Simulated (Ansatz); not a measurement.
```yaml
crystal:
  periodic: [false, false, false]
  atoms:
    - {symbol: F, position_ang: [-4.753396, -0.180806, -0.320406]}
    - {symbol: Ga, position_ang: [-0.996192, -0.841981, 0.168789]}
    - {symbol: Se, position_ang: [1.753908, 3.405068, -0.373510]}
    - {symbol: H, position_ang: [-0.188514, -4.057636, 0.568549]}
    - {symbol: H, position_ang: [4.366055, 1.732129, 0.097669]}
basis:
  gaussian: {orbitals: def2-SVPD}
magnetization: {spin_polarized: true, initial_magnetization: 2}
hamiltonian: {xc: {name: PBE}}
scf: {lower_state_search: light}
output: {forces: true}
```

```sh
$ ansatz run in.yaml --threads 2 --pin off --events-out ev --progress --plain --max-ram 31744MiB --backend cpu
```

Output, abridged:

```
Functional definition: PBE
1179 factors; their error is unknown
mean field evaluation 1: about -120422.5215 eV, gradient 4.2e1 eV
mean field evaluation 2: about -120061.5368 eV, gradient 1.3e2 eV
mean field evaluation 4: about -120418.7597 eV, gradient 3.3e1 eV
mean field evaluation 8: about -120430.7089 eV, gradient 3.1e0 eV
mean field evaluation 16: about -120431.0796 eV, gradient 4.4e-1 eV
mean field evaluation 32: about -120431.0591 eV, gradient 2.0e-5 eV
mean field -120431.05914228 eV, -4425.7597923751 hartree, gradient 3.2e-10 eV, S^2 2.935607; 12 other end points of the search recorded, 0 dependent functions left out
reference -120431.05921394 eV, -4425.7597950084 hartree; 39, 37 occupied and 79, 81 virtual orbitals, 1179 factors
Total energy: -120431.05921394 eV, -4425.7597950084 hartree
Atom 0 at    -4.753396    -0.180806    -0.320406 Å, force     0.730257    -0.142719     0.098094 eV/Å
Atom 1 at    -0.996192    -0.841981     0.168789 Å, force    -0.603085     0.253412    -0.113649 eV/Å
Atom 2 at     1.753908     3.405068    -0.373510 Å, force     0.175833    -0.371324     0.076314 eV/Å
Atom 3 at    -0.188514    -4.057636     0.568549 Å, force    -0.020400     0.075718    -0.009627 eV/Å
Atom 4 at     4.366055     1.732129     0.097669 Å, force    -0.282605     0.184912    -0.051132 eV/Å
Dipole moment:     1.694393    -1.065954     0.358722 e Å
```

In this input the geometry is stretched to more than twice its size. Self-consistency was reached. The result belongs to that input, not to the molecule as meant.
